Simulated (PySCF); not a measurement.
## Worked example: chemical shift, span and skew from a shielding tensor

H5O4Si, SMILES O[Si](O)(O)[OH2+], charge +1. Atoms are numbered in the order given.

```xyz
10

O      0.4280    -0.3394     1.5929
Si     0.1979    -0.0566     0.0314
O      0.0566    -1.2809    -1.0047
O      0.9002     1.3023    -0.4578
O     -1.5678     0.4011    -0.1502
H      0.2523    -1.1743     2.0420
H      0.7797    -1.7200    -1.4669
H      1.5944     1.7486     0.0421
H     -1.8626     1.3228    -0.0451
H     -2.0704    -0.0492    -0.8537
```
Charge +1, spin multiplicity 1.

Coordinates come from a PBE0-D3(BJ)/def2-SVP optimisation. The isomer is the one that the SMILES or the coordinates give; other isomers of the formula were not compared. One conformer was computed; it need not be the lowest.

GIAO shieldings from PBE/pcSseg-1 in PySCF, non-relativistic, no solvent. The symmetric part of the tensor of Si2 has the principal values 340.8, 441.9, 465.1 ppm. The same nucleus in TMS has σ = 335.4 ppm at this level (PySCF, at its B3LYP-D3(BJ)/def2-TZVP geometry).

Question: Work out the isotropic shielding, the ²⁹Si shift against TMS, the span and the skew.

Answer: 
σ(iso) = (σ11 + σ22 + σ33)/3 = 415.9 ppm. δ = σ(ref) − σ(iso) = 335.4 − (415.9) = -80.5 ppm.
Span Ω = σ33 − σ11 = 124.3 ppm. Skew κ = 3(σ(iso) − σ22)/Ω = -0.63. Tumbling in solution averages the tensor to δ; in a static solid the shielding alone would spread this spin-1/2 line over Ω.
